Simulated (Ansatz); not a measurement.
Z-matrix (Å, degrees):
```
C
C 1 1.3271
H 2 1.0821 1 120.31
H 2 1.0829 3 118.71 1 179.27
S 1 1.7601 2 122.03 3 -7.71
H 5 1.3455 1 96.49 2 137.87
S 1 1.7648 2 127.41 3 178.55
S 7 2.0353 1 105.58 2 -13.38
H 8 1.3480 7 98.33 1 88.53
```
Charge 0, spin multiplicity 1.

Calculation: frozen-core CCSD(T)/cc-pVTZ // PBE0-D3(BJ)/def2-TZVP (Ansatz, an electronic-structure program).

The HF energy is -1270.70588 Ha and the MP2 correlation energy is -0.85270 Ha.

Task: Estimate the CCSD correlation energy, the (T) correction, the total energy and the T1 diagnostic.

Result: 
The CCSD correlation energy is -0.90610 Ha, the (T) correction is -0.04671 Ha and the CCSD(T) total energy is -1271.65868 Ha. The T1 diagnostic is 0.013.
